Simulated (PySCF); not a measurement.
CH5CdNS. Atoms are numbered in the order given.

```xyz
9

Cd     0.0870    -0.5663     0.0000
N     -0.5265    -2.4770     0.0000
H     -0.2457    -3.0151     0.8179
H     -0.2457    -3.0151    -0.8179
S      0.6302     1.7076     0.0000
C     -1.0107     2.5150     0.0000
H     -1.5965     2.2704    -0.8969
H     -0.8232     3.5981     0.0000
H     -1.5965     2.2704     0.8969
```

Geometry: PBE0-D3(BJ)/def2-SVP. The structure was generated by enumeration; whether it is a known compound was not checked. The def2 effective core potentials stand for the cores of Cd; spin–orbit coupling is left out. The values are those of a single conformer.

Method: PBE/def2-TZVP (PySCF).

ESP charges are fitted to the potential on shells at 1.4 to 2.0 van der Waals radii. Atomic charges (e):

```csv
atom,Mulliken,Löwdin,ESP fit
Cd1,0.59,0.49,(withheld)
N2,-0.78,-0.58,-0.88
H3,0.23,0.13,(withheld)
H4,0.23,0.13,(withheld)
S5,-0.33,0.07,(withheld)
C6,-0.35,-0.56,-0.04
H7,0.14,0.11,0.05
H8,0.14,0.11,0.10
H9,0.14,0.11,0.05
```

Fill in the missing entries. (An estimate is asked for; the answer gives what the named calculation found.)


- Cd1, ESP fit: 0.61
- H3, ESP fit: 0.28
- H4, ESP fit: 0.28
- S5, ESP fit: -0.46
